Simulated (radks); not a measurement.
Q: Valence configurations of Er II (all share [Xe]). Calculated with a radial shooting solver on a logarithmic mesh with Libxc functionals: scalar-relativistic Kohn-Sham, r2SCAN, spin-polarised, spherical densities, finite nucleus; open shells are filled with parallel spins first (spin-orbit coupling, left out, can overturn this in heavy ions); meta-GGA in the generalised Kohn-Sham scheme; Fermi nuclear charge, rms radius 5.2516 fm. Order these by energy: 4f11 6s1 6p1; 4f11 5d0.5 6s1 6p0.5; 4f13; 4f12 6s1; 4f11.5 5d0.5 6s1; 4f12 6s0.5 6p0.5; 4f10 5d1.5 6s1 6p0.5; 4f12 5d0.5 6s0.5; 4f11.5 6s1 6p0.5; 4f10.5 5d1 6s1 6p0.5.

A: From the lowest, in eV above it: 4f12 6s1 0.000; 4f11.5 5d0.5 6s1 1.278; 4f12 5d0.5 6s0.5 1.387; 4f12 6s0.5 6p0.5 1.880; 4f11.5 6s1 6p0.5 2.183; 4f13 2.975; 4f11 5d0.5 6s1 6p0.5 4.760; 4f11 6s1 6p1 6.191; 4f10.5 5d1 6s1 6p0.5 8.375; 4f10 5d1.5 6s1 6p0.5 13.103. NIST lists [Xe] 4f12 6s1 as the ground configuration; this level of theory agrees among the configurations tried. The energies are those of spherical high-spin densities, not of single terms.
